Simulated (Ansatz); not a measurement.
Abridged output of a molecular run in Ansatz:

```
Functional definition: HF
  name "HF"
  cite "Fock, Z. Phys. 61, 126 (1930) doi:10.1007/BF01340294"
  parent pbe
  exchange = exact_x
  correlation = 0
these checks for a lower state are left out or cut short: cluster_reference
1071 factors; integrals over basis functions are off by at most 1.3e-3 eV
mean field evaluation 1: about -18024.9218 eV, gradient 3.0e1 eV
mean field evaluation 2: about -18024.9264 eV, gradient 3.0e1 eV
mean field evaluation 4: about -18027.7920 eV, gradient 2.3e0 eV
mean field evaluation 8: about -18027.8272 eV, gradient 1.5e-1 eV
mean field evaluation 16: about -18027.8001 eV, gradient 1.2e-1 eV
mean field evaluation 32: about -18027.7701 eV, gradient 1.0e-4 eV
mean field -18027.82761975 eV, -662.5104453255 hartree, gradient 1.6e-6 eV, S^2 0.755880; 5 other end points of the search recorded, 0 dependent functions left out
9 core orbitals not correlated: weight in the atoms' cores, before any rotation towards them, 1.000 or more for the frozen orbitals, at most 0.000 for the correlated occupied ones
reference -18027.82761975 eV, -662.5104453255 hartree; 16, 15 occupied and 141, 142 virtual orbitals, 1071 factors
second order -28.09970782 eV of doubles, -0.00000000 eV of singles
cycle   1  -27.83390638 eV  change    2.7e-1 eV  update   9.9e-2
cycle   2  -28.33320285 eV  change   -5.0e-1 eV  update   2.7e-2
cycle   3  -28.45275606 eV  change   -1.2e-1 eV  update   1.5e-2
cycle   4  -28.44360700 eV  change    9.1e-3 eV  update   4.1e-3
cycle   5  -28.43975101 eV  change    3.9e-3 eV  update   2.6e-3
cycle   6  -28.44201581 eV  change   -2.3e-3 eV  update   1.1e-3
cycle   7  -28.44266312 eV  change   -6.5e-4 eV  update   5.6e-4
cycle   8  -28.44252489 eV  change    1.4e-4 eV  update   2.0e-4
cycle   9  -28.44255836 eV  change   -3.3e-5 eV  update   1.4e-4
cycle  10  -28.44247436 eV  change    8.4e-5 eV  update   9.8e-5
cycle  11  -28.44248633 eV  change   -1.2e-5 eV  update   7.5e-5
cycle  12  -28.44255895 eV  change   -7.3e-5 eV  update   4.8e-5
cycle  13  -28.44253960 eV  change    1.9e-5 eV  update   2.7e-5
perturbative correction -0.80520394 eV, -0.0295906989 hartree
Total energy: -18057.07536329 eV, -663.5852800755 hartree
Checks for a lower state left out: cluster_reference
```

Its atoms:

```xyz
5

O     0.527   -0.957   -1.215
Si   -0.015    0.004    0.012
F    -0.445   -0.836    1.260
F     1.186    0.938    0.375
F    -1.254    0.851   -0.432
```

Which basis set was used?
A. def2-TZVPP
B. def2-TZVPPD
C. cc-pV(Q+d)Z
D. def2-SVP

A. It gives 166 functions.

Write the keys of the input that set method, charge and spin (a neutral closed shell needs none for the last two).


```yaml
magnetization: {spin_polarized: true, initial_magnetization: 1}
correlation: {method: ccsd_t}
scf: {omitted_lower_state_checks: [cluster_reference]}
```
